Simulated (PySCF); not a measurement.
# Which determinant of GeB⁺ lies lowest?

Unrestricted PBE0; PySCF, spin-free X2C with a Gaussian nucleus, basis sets Ge x2c-SVPall, B x2c-SVPall. Outer shells of the fragments: Ge+ 3d10 4s2 4p1; B 2s2 2p1.

Followed along the bond (rough minima from three points):

```csv
2Ms+1,unpaired,⟨S²⟩ at the start,R at minimum (Å),Te (eV)
3,"σ ↑, π ↑",2.00,2.18,0.00
1,"σ ↓, π ↑",1.01,2.19,0.19
3,π ↑↑,2.06,1.98,0.27
1,π ↑↓,1.00,2.00,0.54
1,none,0.12,2.04,1.30
```

Solutions found at the starting distance of 2.075 Å, counted from the lowest of them; the search is not exhaustive and high or unbound solutions are not listed, so other states can lie among these:

```json
{"2Ms+1": "3", "unpaired": "σ ↑, π ↑", "term": "³Π", "E (eV)": "0.00", "⟨S²⟩": "2.00", "⟨Lz²⟩": "1.00", "μ (D)": "1.77"}
{"2Ms+1": "1", "unpaired": "σ ↓, π ↑", "term": "mixed", "E (eV)": "0.20", "⟨S²⟩": "1.01", "⟨Lz²⟩": "1.00", "μ (D)": "1.82"}
{"2Ms+1": "3", "unpaired": "π ↑↑", "term": "³Σ⁻", "E (eV)": "0.29", "⟨S²⟩": "2.06", "⟨Lz²⟩": "0.00", "μ (D)": "2.00"}
{"2Ms+1": "1", "unpaired": "π ↑↓", "term": "mixed", "E (eV)": "0.53", "⟨S²⟩": "1.00", "⟨Lz²⟩": "2.01", "μ (D)": "2.01"}
{"2Ms+1": "1", "unpaired": "none", "term": "mixed", "E (eV)": "1.26", "⟨S²⟩": "0.12", "⟨Lz²⟩": "2.00", "μ (D)": "2.13"}
{"2Ms+1": "1", "unpaired": "none", "term": "¹Σ⁺", "E (eV)": "1.68", "⟨S²⟩": "0.00", "⟨Lz²⟩": "0.00", "μ (D)": "-0.46"}
{"2Ms+1": "3", "unpaired": "π ↑↑", "term": "mixed", "E (eV)": "2.84", "⟨S²⟩": "2.06", "⟨Lz²⟩": "2.01", "μ (D)": "2.85"}
{"2Ms+1": "3", "unpaired": "σ ↑↑, π ↑↓", "term": "mixed", "E (eV)": "2.89", "⟨S²⟩": "3.01", "⟨Lz²⟩": "2.01", "μ (D)": "1.21"}
{"2Ms+1": "1", "unpaired": "σ ↓↓, π ↑↑", "term": "mixed", "E (eV)": "3.51", "⟨S²⟩": "2.01", "⟨Lz²⟩": "0.00", "μ (D)": "1.53"}
{"2Ms+1": "1", "unpaired": "σ ↓, π ↑", "term": "mixed", "E (eV)": "4.81", "⟨S²⟩": "1.37", "⟨Lz²⟩": "1.09", "μ (D)": "2.08"}
```

A term symbol is given only where ⟨S²⟩ and ⟨Lz²⟩ are close to those of a pure state; real π, δ and φ orbitals otherwise mix terms. A positive dipole points towards B; it is taken about the centre of mass and depends on that origin.

Spin–orbit coupling is left out.
